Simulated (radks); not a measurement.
Spherical quantum dot in the effective-mass picture: electrons in a parabolic well V = omega^2 r^2 / 2 with omega = 4.79, all in effective atomic units (hartree* = m*/eps^2 hartree, bohr* = eps/m* bohr), one dielectric constant everywhere. Method: non-relativistic Kohn-Sham, r2SCAN, spin-polarised, spherical densities, generalised Kohn-Sham scheme; computed with a radial shooting solver with Libxc functionals. Levels are named by radial order and angular momentum (1s, 1p, 1d, 2s, ...), and open shells are averaged over m. Results are scaled to m* = 0.131 and eps = 17.7, for which hartree* = 11.38 meV and bohr* = 7.15 nm.

N = 2, configuration 1s2. This is the lowest configuration that the search found. Occupied and some empty levels:

| level | occupation | eigenvalue (meV) | <r> (nm) |
|---|---|---|---|
| 1s | 2 | 107.31 | 3.803 |
| 1p | 0 | 159.82 | 5.000 |
| 1d | 0 | 214.06 | 5.941 |
| 2s | 0 | 215.81 | 5.518 |

Energy (meV): total 182.642, kinetic 77.093, external 86.724, Hartree 38.495, exchange-correlation -19.670.
